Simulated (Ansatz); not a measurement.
Molecule: trichloro(ethyl)silane, C₂H₅Cl₃Si, charge 0, multiplicity 1. 
Coordinates optimised at B3LYP-D3(BJ)/def2-TZVP (Ansatz, a quantum-chemistry and plane-wave program):
```xyz
11

C     -2.6970    -0.3837     0.4577
C     -1.5994    -0.7241    -0.5564
Si     0.0742    -0.0557    -0.1231
Cl     1.4471    -0.5787    -1.5534
Cl     0.7055    -0.7973     1.6833
Cl     0.0248     1.9915     0.0103
H     -3.6531    -0.8051     0.1442
H     -2.4625    -0.7844     1.4445
H     -2.8236     0.6950     0.5569
H     -1.8481    -0.3353    -1.5481
H     -1.4889    -1.8069    -0.6652
```
Charge 0, spin multiplicity 1.

Dipole moments at this geometry, in debye (magnitudes).

```
level                    program  dipole (D)
-----------------------  -------  ----------
SVWN5/def2-TZVPD          Ansatz        2.20
PBE/def2-TZVPD            Ansatz        2.16
BLYP/def2-TZVPD           Ansatz        2.13
revPBE/def2-TZVPD         Ansatz        2.15
B97M-V/def2-TZVPD         Ansatz        2.17
B3LYP/def2-TZVPD          Ansatz        2.17
PBE0/def2-TZVPD           Ansatz        2.19
r2SCANh/def2-TZVPD        Ansatz        2.18
r2SCAN0/def2-TZVPD        Ansatz        2.20
HSE06/def2-TZVPD          Ansatz        2.19
LC-wPBE/def2-TZVPD        Ansatz        2.21
wB97M-V/def2-TZVPD        Ansatz        2.13
CCSD(T)/aug-cc-pV(D+d)Z   Ansatz        2.10
```
